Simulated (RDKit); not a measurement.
Input for RDKit: MMFF94 on CH4O2 (a complex), monomers drawn apart or pushed together.

```python
from rdkit import Chem
from rdkit.Chem import AllChem, rdDetermineBonds

blocks = [
'''3

O    -0.15034444    0.43763072   -0.11457981
H     0.49207440    0.16848233   -0.77929745
H    -0.52355021   -0.38205229    0.22990852
''',
'''4

C    -0.01189187    0.51952089    3.11819410
O    -0.41578897   -0.60102021    3.27889724
H     1.06760912    0.75945433    3.11938989
H    -0.69397797    1.37504534    2.96679430
''',
]
mol = None
for b in blocks:
    f = Chem.MolFromXYZBlock(b)
    rdDetermineBonds.DetermineBonds(f, charge=0)
    mol = f if mol is None else Chem.CombineMols(mol, f)
Chem.SanitizeMol(mol)
print(Chem.MolToSmiles(Chem.RemoveHs(mol)))
ff = AllChem.MMFFGetMoleculeForceField(mol, AllChem.MMFFGetMoleculeProperties(mol), nonBondedThresh=100.0, ignoreInterfragInteractions=False)
e = ff.CalcEnergy()
print(f'MMFF94 energy {e:.6f} kcal/mol')
```

It printed:

```
C=O.O
MMFF94 energy -2.748798 kcal/mol
```

The run finished.

Cost: around 0.020 core-seconds (rough).
